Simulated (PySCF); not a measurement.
Screening by computed properties: pick the candidate that meets the target.

All species are isolated and taken at one optimised geometry, non-relativistic unless stated. Electronic properties by PySCF.

Dipoles, sizes and rotational constants follow the conformer. The torsions of the flexible species, by atom-mapped SMILES:
- `[BH2-:1]1[O:2][CH:3]=[C:4]([c:5]2[cH:6][cH:7][cH:8][o:9]2)[CH:10]=[O+:11]1`: C3–C4–C5–C6 8°
- `[CH3:1][CH2:2][CH2:3][CH2:4][C:5](=[O:6])[Cl:7]`: C1–C2–C3–C4 179°, C2–C3–C4–C5 180°, C3–C4–C5–O6 -1°
- `[CH3:1][CH2:2][C@@H:3]([CH3:4])[O:5][BH:6][NH2:7]`: C1–C2–C3–C4 177°, C2–C3–O5–B6 154°, C3–O5–B6–N7 0°, H–N7–B6–O5 0°, H–N7–B6–O5 -178°
- `[BH2:1][CH2:2][BH:3][C:4]#[CH:5]`: B1–C2–B3–C4 -107°

Task: Wanted: dipole moment below 2 D (CAM-B3LYP/def2-SVPD) and lowest singlet excitation below 6 eV (TDDFT CAM-B3LYP/def2-SVPD), at PBE0-D3(BJ)/def2-SVP geometries. Which candidate meets both?
A. `CC[C@@H](C)OBN`
B. `BCBC#C`
C. `[BH2-]1OC=C(c2ccco2)C=[O+]1`
D. `CCCCC(=O)Cl`

Result: B. Computed values:
```csv
species,dipole moment,lowest singlet excitation
BCBC#C,0.90 D,4.18 eV
CC[C@@H](C)OBN,2.43 D,7.04 eV
CCCCC(=O)Cl,3.13 D,5.24 eV
[BH2-]1OC=C(c2ccco2)C=[O+]1,4.64 D,3.11 eV
```

Task: Wanted: smallest rotational constant above 1 GHz (PBE0-D3(BJ)/def2-SVP) and HOMO energy below -9.3 eV (CAM-B3LYP/def2-SVPD), at PBE0-D3(BJ)/def2-SVP geometries. Which candidate meets both?
A. `BCBC#C`
B. `CCCCC(=O)Cl`
C. `[BH2-]1OC=C(c2ccco2)C=[O+]1`
D. `CC[C@@H](C)OBN`

Result: A. Computed values:
```
                    species  smallest rotational constant  HOMO energy
[BH2-]1OC=C(c2ccco2)C=[O+]1                     0.564 GHz     -7.36 eV
                CCCCC(=O)Cl                     0.706 GHz    -10.01 eV
             CC[C@@H](C)OBN                     1.368 GHz     -9.16 eV
                     BCBC#C                     2.367 GHz     -9.35 eV
```
